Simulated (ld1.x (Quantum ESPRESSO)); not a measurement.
lanthanum, TM: configuration errors across variants

ld1.x (Quantum ESPRESSO) 7.5 input, shortened:

```
&input
   title='La', zed=57., rel=1, dft='PBESOL', iswitch=3,
   config='[Xe] 4f0 5d1 6s2 6p0'
 /
 &inputp
   pseudotype=2, tm=.true., lloc=0,
   nlcc=.false.
 /
4
5P  2  1   6.00   0.00  2.15  2.15  0.0
5D  3  2   1.00   0.00  3.85  3.85  0.0
4F  4  3   0.00   0.00  1.40  1.40  0.0
5S  1  0   2.00   0.00  1.80  1.80  0.0
 &test
   configts(1)='4f0 5s2 5p6 5d1 6s2 6p0'
 /
```

Occupied shells without a wave of their own: 6s. They enter only through the test configuration that unscreens the potential.

All-electron excitation energies from the reference (eV): (1) 4f0 5s2 5p6 5d1 6s1 6p0 5.999; (2) 4f0 5s2 5p6 5d1 6s0 6p0 16.847; (3) 4f0 5s2 5p6 5d0 6s0 6p0 35.754; (4) 4f1 5s2 5p6 5d1 6s0 6p0 6.895; (5) 4f0 5s2 5p6 5d2 6s1 6p0 0.809; (6) 4f0 5s2 5p5 5d1 6s2 6p0 26.982; (7) 4f0 5s2 5p6 5d0 6s2 6p1 2.327.

For the base: The 6s level has no wave, so the channel is fitted at the deeper level alone: the likely source of the large errors.

Tests that are not counted but printed errors over 1 eV. “wave 5s (bound): rc 1.80 bohr becomes 5s (bound): rc 2.38 bohr”: 4f1 5s2 5p6 5d1 6s0 6p0 (an occupied level unbound or not found, printed error -19.6 eV); 4f0 5s2 5p6 5d2 6s1 6p0 (an occupied level unbound or not found, printed error -6.4 eV).

2 further variants failed, have other tests or too few solved ones, and are left out.

A true bound ghost makes a file unfit for plane-wave use even where its test errors are small: the radial tests pick states by their node count and pass the ghost by.

The file “wave 5s (bound): rc 1.80 bohr becomes 5s (bound): rc 1.18 bohr” misses its own reference levels by 0.3 eV. The file “wave 5s (bound): rc 1.80 bohr becomes 5s (bound): rc 2.16 bohr” misses its own reference levels by 0.4 eV. The file “wave 5s (bound): rc 1.80 bohr becomes 5s (bound): rc 2.38 bohr” misses its own reference levels by 0.7 eV.

Errors AE − PS in meV (a dash: test not solved or not reliable):

```csv
change,(1),(2),(3),(4),(5),(6),(7),bound ghosts
base,-113,-303,-411,+266,-70,+0.9,+32,none
wave 5s (bound): rc 1.80 bohr becomes 5s (bound): rc 1.18 bohr,-458,-1286,-1861,+293,-283,+154,+34,p
wave 5s (bound): rc 1.80 bohr becomes 5s (bound): rc 1.30 bohr,-116,-313,-428,+267,-72,+5.4,+27,none
wave 5s (bound): rc 1.80 bohr becomes 5s (bound): rc 1.48 bohr,-63,-169,-219,+395,-39,-10,+28,none
wave 5s (bound): rc 1.80 bohr becomes 5s (bound): rc 1.88 bohr,-166,-445,-614,+173,-104,+12,+36,none
wave 5s (bound): rc 1.80 bohr becomes 5s (bound): rc 2.00 bohr,-248,-665,-928,+56,-156,+28,+41,none
wave 5s (bound): rc 1.80 bohr becomes 5s (bound): rc 2.16 bohr,-544,-1461,-2054,-301,-349,+72,+55,none
wave 5s (bound): rc 1.80 bohr becomes 5s (bound): rc 2.38 bohr,-933,-2510,-3514,–,–,+101,+61,none
```

(1) Give the same row for: wave 5s (bound): rc 1.80 bohr becomes 5s (bound): rc 1.64 bohr.

Results:

(1) -71, -191, -251, +369, -44, -8.6, +29; bound ghosts: none.
